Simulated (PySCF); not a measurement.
System: C7H13 (charge 0, doublet). It need not be the lowest isomer of its formula. SMILES: C[C]1CC[C@H](C)C1
Coordinates optimised at B3LYP-D3(BJ)/def2-TZVP (Ansatz):
```xyz
20

C     -2.5565    -0.2422    -0.7256
C     -1.1962    -0.0812    -0.1602
C     -0.8172     0.9852     0.8216
C      0.7200     1.0223     0.7634
C      1.1287    -0.3951     0.3289
C      2.5438    -0.5018    -0.2180
C      0.0201    -0.7831    -0.6674
H     -2.7317    -1.2623    -1.0778
H     -2.7268     0.4210    -1.5896
H     -3.3309     0.0013     0.0074
H     -1.1664     0.7338     1.8348
H     -1.2702     1.9564     0.5880
H      1.1830     1.3246     1.7041
H      1.0422     1.7351    -0.0025
H      1.0362    -1.0541     1.1998
H      3.2826    -0.2045     0.5296
H      2.6705     0.1470    -1.0890
H      2.7760    -1.5235    -0.5268
H      0.2929    -0.4332    -1.6792
H     -0.1129    -1.8672    -0.7551
```
Charge 0, spin multiplicity 2.

Dispersion corrections to the total energy (kcal/mol) from the dftd3 and dftd4 libraries through PySCF: D3(BJ) without and D4 with the three-body term, each with the damping fitted for the functional named.

| functional | D3(BJ) | D4 |
|---|---|---|
| CAM-B3LYP | -8.25 | -8.84 |
| PBE | -11.04 | -10.49 |
| B3LYP | -18.29 | -16.55 |
| HF | -78.30 | … |
| revPBE | -27.89 | … |
| TPSSh | -12.55 | -12.93 |
| r2SCAN | … | -2.84 |

Question: Complete the blanks.

Answer: 
- HF, D4: -38.19
- revPBE, D4: -35.07
- r2SCAN, D3(BJ): -3.26
